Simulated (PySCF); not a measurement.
**Partial charges of `CS[Si@@](N)(C#N)N[SiH2]C#N`**

Species: C₃H₈N₄SSi₂.
Cartesian coordinates in Å at the GFN2-xTB level; atoms count from 1:
```
atom  x, y, z in Å
C1     3.230    0.336    0.046
S2     1.830    0.459    1.201
Si3    0.218    0.098   -0.164
N4     0.052    1.407   -1.246
C5     0.603   -1.500   -1.071
N6     0.883   -2.470   -1.612
N7    -1.193   -0.186    0.793
Si8   -2.749   -0.721    0.267
C9    -2.891    0.020   -1.443
N10   -2.933    0.492   -2.486
H11    3.201   -0.622   -0.463
H12    4.134    0.414    0.641
H13    3.188    1.150   -0.670
H14    0.782    2.071   -1.434
H15   -0.694    1.455   -1.919
H16   -1.064   -0.102    1.788
H17   -2.844   -2.172    0.105
H18   -3.763   -0.120    1.127
```

Density: PBE0/pcSseg-1 (PySCF); schemes: Mulliken, IAO, Hirshfeld and ESP-fitted. The structure is a single GFN2-xTB conformer in the gas phase; no vibrational or solvent corrections. GFN2-xTB frequencies show an imaginary mode (140i cm⁻¹), so this geometry is no minimum at that level.

**Question.** Atoms with like bonding are taken together and averaged. Do the Mulliken, IAO, Hirshfeld and ESP-fitted schemes agree on where the charge is highest?

**Answer.** The schemes don't all agree: Mulliken Si3 (+1.156); IAO Si3 (+1.175); Hirshfeld Si8 (+0.438); ESP-fitted Si8 (+0.432).

**Question.** Do the Mulliken, IAO, Hirshfeld and ESP-fitted schemes agree on where the charge is lowest?

**Answer.** The schemes don't all agree: Mulliken N7 (-0.839); IAO N7 (-0.945); Hirshfeld N7 (-0.326); ESP-fitted N4 (-0.772).

**Question.** Tabulate the Mulliken, IAO, Hirshfeld and ESP-fitted charges.

**Answer.** In e; atoms taken as equivalent share a row and are averaged (×n: the atom named and its like, n in all):

```csv
atom,environment,Mulliken,IAO,Hirshfeld,ESP-fitted
C1,S-methyl carbon,-0.405,-0.494,-0.110,-0.411
S2,sulfur bonded to C and Si,-0.318,-0.171,-0.085,-0.199
Si3,four-coordinate silicon,+1.156,+1.175,+0.433,+0.278
N4,silicon-bound nitrogen,-0.609,-0.849,-0.311,-0.772
C5,cyano carbon,-0.229,-0.200,-0.045,+0.322
N6,cyano nitrogen,-0.212,-0.201,-0.201,-0.426
N7,nitrogen bridging silicon atoms,-0.839,-0.945,-0.326,-0.657
Si8,SiH2 silicon,+0.836,+0.916,+0.438,+0.432
C9,cyano carbon,-0.199,-0.163,-0.015,+0.247
N10,cyano nitrogen,-0.219,-0.192,-0.177,-0.395
H11/H12/H13,methyl hydrogen,+0.165,+0.166,+0.051,+0.179
H14/H15,N–H hydrogen,+0.215,+0.282,+0.117,+0.362
H16,N–H hydrogen,+0.240,+0.288,+0.127,+0.418
H17,Si–H hydrogen,-0.058,-0.119,-0.059,-0.048
H18,Si–H hydrogen,-0.072,-0.106,-0.055,-0.050
```

Mean size of the charges over all atoms: IAO 0.382 e, Mulliken 0.351 e, ESP-fitted 0.329 e, Hirshfeld 0.154 e. Each set sums to the total charge, 0, to within 0.001 e. The Hirshfeld scheme weights the molecular density at each point by an atom's share of the summed free-atom densities. The Mulliken scheme counts on each atom the diagonal of the density matrix times the overlap matrix over that atom's basis functions.

Some averages cover members that differ in this geometry: H11/H12/H13, ESP-fitted +0.157 to +0.209; H11/H12/H13, Mulliken +0.151 to +0.178 e.

**Question.** Sum the charges by element, for elements with more than one atom.

**Answer.** 
```csv
element,atoms,Mulliken,IAO,Hirshfeld,ESP-fitted
C,3,-0.833,-0.857,-0.170,+0.158
Si,2,+1.993,+2.091,+0.871,+0.709
N,4,-1.878,-2.187,-1.016,-2.250
H,8,+1.036,+1.124,+0.400,+1.581
```

**Question.** How closely do the schemes follow one another over all atoms?

**Answer.** Correlation coefficient and root-mean-square difference: Mulliken with IAO 0.99, 0.083 e; IAO with Hirshfeld 0.97, 0.314 e; Mulliken with Hirshfeld 0.96, 0.270 e; Hirshfeld with ESP-fitted 0.83, 0.237 e; IAO with ESP-fitted 0.79, 0.308 e; Mulliken with ESP-fitted 0.75, 0.304 e.

**Question.** How many electrons does the ESP-fitted scheme count on N4?

**Answer.** Z − q = 7 − (-0.772) = 7.772.

These values come from a run that also computed NMR shieldings. Time: 53 s of wall time; peak memory 1.1 GiB. Hardware: one thread of an Arm Neoverse V2, no GPU, shared host with 32 logical CPUs at a one-minute load of 22.
